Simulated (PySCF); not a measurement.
Distorted geometries of [Dy(H2S)]3+

[Dy(H2S)]3+ (singlet in the valence; each metal's 4f electrons, 9 of them, lie in its core potential, out of spins and levels). PySCF 2.14.0, RKS B3LYP, Dy lcecp-1-SVP with ECP55, S def2-SVP, H def2-SVP; non-relativistic Hamiltonian with scalar-relativistic core potentials where named; density fitting; no spin-orbit coupling. Relaxed geometry:

```xyz
4

Dy    0.0000    0.0168   -0.3995
S     0.0000   -0.0185    2.3613
H     1.0503    0.7356    2.8512
H    -1.0503    0.7356    2.8512
```

Order these distorted geometries by energy above the relaxed one, lowest first.
A.
```xyz
4

Dy   -0.0398    0.0218   -0.3691
S     0.0027   -0.0153    2.3507
H     1.0960    0.7848    2.8228
H    -1.0589    0.6782    2.8597
```
B.
```xyz
4

Dy    0.0618    0.0537   -0.3667
S     0.0690   -0.0649    2.4702
H     0.9344    0.7598    2.7544
H    -1.0652    0.7207    2.8062
```
C.
```xyz
4

Dy    0.0264   -0.0396   -0.5283
S     0.0428   -0.1200    2.5377
H     1.0458    0.9274    2.8322
H    -1.1150    0.7017    2.8225
```

A (0.04 eV), C (0.31 eV), B (0.39 eV).

Which forces (eV/Å) act in the one that lies 0.31 eV up?


```
Dy   0.01 -0.09  0.80
S    0.13  2.08 -0.41
H   -1.23 -1.25 -0.25
H    1.09 -0.74 -0.15
```
Forces carry noise of the integration grid, about 0.01 to 0.03 eV/Å.

An lcecp potential fixes the number of 4f electrons, so in runs with it no electron can move into or out of that shell.
